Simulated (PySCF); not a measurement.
BBr3, SMILES BrB(Br)Br. Coordinates come from a r2SCAN-D4/def2-SVP optimisation. The isomer is the one that the SMILES or the coordinates give; other isomers of the formula were not compared.

These are r2SCAN-D4/def2-SVP in PySCF values and carry that method's errors.

Harmonic wavenumbers (cm⁻¹): 153, 153, 282, 384, 836, 836. Rotational constants (GHz): 1.162, 1.162, 0.5809; symmetry number 6.

**Question.** Work out the zero-point energy and the ideal-gas rigid-rotor harmonic-oscillator thermochemistry at 298.15 K and 1 atm.

**Answer.** ZPE = ½ Σ hcν = ½ × 2643 cm⁻¹ = 3.78 kcal/mol. H − E(el) = 7.52 kcal/mol. Entropy in cal/(mol K): translation 42.46, rotation 26.83, vibration 8.17, total 77.46. G − E(el) = -15.58 kcal/mol. Cp = 16.15 cal/(mol K).
